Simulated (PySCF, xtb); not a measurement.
Ga(H)(OH)(NH2) (GaH4NO), SMILES [NH2][GaH][OH]. The values are those of a single conformer.

Harmonic wavenumbers (cm⁻¹) from GFN2-xTB (xtb) at its own minimum, in rising order: 140, 178, 274, 275, 318, 384, 498, 584, 610, 638, 1452, 1877, 3373, 3436, 3686.

### Question
What does ωB97X-D3(BJ)/def2-TZVP run with PySCF give at its own minimum? (The exact figures need the calculation; the answer reports its results.)

### Answer
192, 214, 321, 363, 543, 570, 691, 720, 753, 837, 1577, 2082, 3630, 3728, 3913. Paired by order, the mean absolute difference is 161 cm⁻¹ and the zero-point energies are 25.3 and 28.8 kcal/mol.
